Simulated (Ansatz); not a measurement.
Isolated molecules relaxed with PBE0-D4/def2-TZVP in Ansatz; ΔE leaves out vibrations. CCSD(T)/CBS adds triple-zeta CCSD(T) − MP2 to the extrapolated MP2 energy (def2 sets, frozen cores). DFT in def2-TZVPP. B3LYP here is the variant with VWN-RPA as its local correlation; programs differ in this. def2 core potentials past Kr. For Sb, Te outer-core shells are correlated without core-valence functions, which leaves a few kJ/mol of doubt a bond. Each species was taken in one conformer, which may not be the lowest.

`C[CH2][SbH][OH]` + `OC(F)[TeH]` → `COC(F)[TeH]` + `[CH3][SbH][OH]`  (substitution at a C–C bond)

Is it downhill or uphill in electronic energy at CCSD(T)/CBS, and by how much? (Estimate.)

Ansatz gave: Uphill: ΔE = +41.7 kJ/mol.

What do these levels give: r2SCAN-D4, PBE0-D4, ωB97M-V, B2PLYP, PBE0, B3LYP, HF/def2-TZVPP, MP2/def2-TZVPP, SCS-MP2/def2-TZVPP, CCSD/def2-TZVPP, CCSD(T)/def2-TZVPP, CCSD/CBS(def2)? (An estimate is asked.)

Computed: r2SCAN-D4 40.8, PBE0-D4 43.5, ωB97M-V 38.2, B2PLYP 37.9, PBE0 42.8, B3LYP 35.8, HF/def2-TZVPP 29.3, MP2/def2-TZVPP 44.7, SCS-MP2/def2-TZVPP 39.9, CCSD/def2-TZVPP 39.0, CCSD(T)/def2-TZVPP 40.0, CCSD/CBS(def2) 40.7 kJ/mol.

Largest T1 diagnostic among the species: 0.013.

In def2-TZVPP, CCSD(T) changes the Hartree–Fock value by +10.7 kJ/mol (the triples alone add +1.0 kJ/mol) and MP2 by +15.4 kJ/mol.
